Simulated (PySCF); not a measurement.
C3H7NSi, SMILES [SiH3]N1C=CC1. Coordinates come from a PBE-D3(BJ)/def2-SVP optimisation. The structure was generated by enumeration, and PubChem lists no compound with its InChIKey, so it may never have been made.

Give the equilibrium geometry at PBE-D3(BJ)/def2-SVP (PySCF confirms it by a frequency run) as a Z-matrix. (The exact figures need the calculation; the answer reports its results.)


```
N
C 1 1.4156
C 2 1.3631 1 96.87
H 3 1.0938 2 136.54 1 -173.76
H 2 1.1018 3 137.42 4 4.69
C 1 1.4984 2 87.44 5 179.88
H 6 1.1113 1 112.24 2 119.23
H 6 1.1120 7 109.51 1 -126.62
Si 1 1.7524 2 133.30 5 30.99
H 9 1.5027 1 107.14 2 -169.74
H 9 1.5029 10 111.08 1 -116.52
H 9 1.5138 10 107.97 11 -118.32
```
